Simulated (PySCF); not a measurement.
Predicted microwave data (PBE0-D3(BJ)/def2-SVP geometry optimisation, gas phase (PySCF 2.14.0)) for one isomer of C8H13F:

* Rotational constants: A = 2802, B = 1362, C = 1088 MHz
* Dipole components: |μa| = 1.25 D, |μb| = 0.93 D, |μc| = 0.70 D
* Inertial defect: -86.80 u·Å²
* κ: -0.68

Problem. Which candidate fits, each taken in the one conformer that was computed?
A. 1-fluorobicyclo[2.2.2]octane (`FC12CCC(CC1)CC2`)
B. `[CH3:1][C@@H:2]1[C@H:3]2[CH2:4][CH2:5][C@@H:6]([F:7])[CH2:8][C@@H:9]12` with C1–C2–C3–C4 141°, C2–C3–C4–C5 52°, C3–C4–C5–C6 50°, C4–C5–C6–F7 173°
C. `F[C@@]12CCC[C@@H](CC1)C2`
D. `[CH2:1]=[C:2]1[CH2:3][CH2:4][CH2:5][C@H:6]([CH2:7][F:8])[CH2:9]1` with C5–C6–C7–F8 -62°, C1–C2–C3–C4 125°, C2–C3–C4–C5 54°, C3–C4–C5–C6 -55°, C4–C5–C6–C7 178°
E. `[F:1][C@@H:2]1[CH2:3][C@@H:4]2[CH2:5][CH2:6][CH2:7][CH2:8][C@H:9]12` with F1–C2–C3–C4 -143°, C2–C3–C4–C5 144°, C3–C4–C5–C6 -70°, C4–C5–C6–C7 -50°
F. `[F:1][CH2:2][C@H:3]1[CH2:4][CH2:5][C:6]12[CH2:7][CH2:8][CH2:9]2` with F1–C2–C3–C4 71°

Solution. E. It is F[C@@H]1C[C@@H]2CCCC[C@@H]21, an asymmetric top, point group C1. The candidates at the same level (rigid rotor, commonest isotopes):

```tsv
SMILES	A (MHz)	B (MHz)	C (MHz)	μa (D)	μb (D)	μc (D)	Δ (u·Å²)	point group	rotor
FC12CCC(CC1)CC2	2462	1562	1562	1.96	0.00	0.00	-205.24	near C3v	–
FC[C@H]1CCC12CCC2	2840	1095	934.2	1.82	0.10	0.20	-98.33	C1	asymmetric top
C=C1CCC[C@H](CF)C1	2680	1128	904.0	0.29	0.44	1.31	-77.63	C1	asymmetric top
F[C@@H]1C[C@@H]2CCCC[C@@H]21	2802	1362	1088	1.25	0.93	0.70	-86.80	C1	asymmetric top
C[C@@H]1[C@H]2CC[C@@H](F)C[C@@H]12	3235	1077	912.7	1.70	0.65	0.57	-71.99	C1	asymmetric top
F[C@@]12CCC[C@@H](CC1)C2	2425	1698	1407	1.86	0.15	0.24	-146.82	C1	asymmetric top
```

`C[C@@H]1[C@H]2CC[C@@H](F)C[C@@H]12` has B 21 % too low; `FC12CCC(CC1)CC2` has C 44 % too high; `F[C@@]12CCC[C@@H](CC1)C2` has C 29 % too high; `C=C1CCC[C@H](CF)C1` has B 17 % too low; `FC[C@H]1CCC12CCC2` has B 20 % too low. No structure here is proved a minimum.
